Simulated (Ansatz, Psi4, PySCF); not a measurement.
AlI3, charge -1, doublet, at a GFN2-xTB geometry (such geometries of metal compounds can be far from the true shape) (a state made from the parent by changing its charge; the spin is typed, not shown lowest) (core potentials on I). Base run: B3LYP/def2-SVP (PySCF).

PySCF was given this input:
```python
from pyscf import gto, scf, dft

mol = gto.M(
    atom='''
Al   -0.000055   -0.018048    0.009502
I    -2.214325   -1.527828   -0.069272
I     0.007225    2.350478   -1.237457
I     2.207113   -0.818222    1.304398
''',
    basis='def2-svp',
    ecp={'I': 'def2-svp'},
    charge=-1,
    spin=1,
    verbose=4,
)

mf = dft.UKS(mol)
mf.xc = 'b3lyp'
mf.kernel()
```

The same geometry, method and basis name were run in Ansatz (a first-principles code) and Psi4 and PySCF, at each program's defaults and at the settings that a row names. The base is PySCF at its defaults. Differences at the defaults can come from grids, fitting, cores and function types together.

```csv
code and settings,ΔE vs base (mEh),basis functions,E (Eh),SCF cycles
"PySCF, defaults (exact integrals, its default grid, spherical functions)",0.000,96,-1135.98037,11
"Psi4, defaults (density fitting with its default set, its default grid, spherical functions)",-0.063,96,-1135.98044,9
"Ansatz, defaults (factorised integrals, its default grid, spherical functions)",-0.002,96,-1135.98038,-
"PySCF, density fitting with def2-universal-jkfit",-0.015,96,-1135.98039,11
"PySCF, fine grid",0.001,96,-1135.98037,11
"Psi4, exact integrals, spherical functions, fine grid",-0.002,96,-1135.98038,11
"Ansatz, high accuracy",-0.002,96,-1135.98038,-
```

Open shells are given as the SCF converged; they aren't shown to be the lowest states, and a large step between rows can be another state.
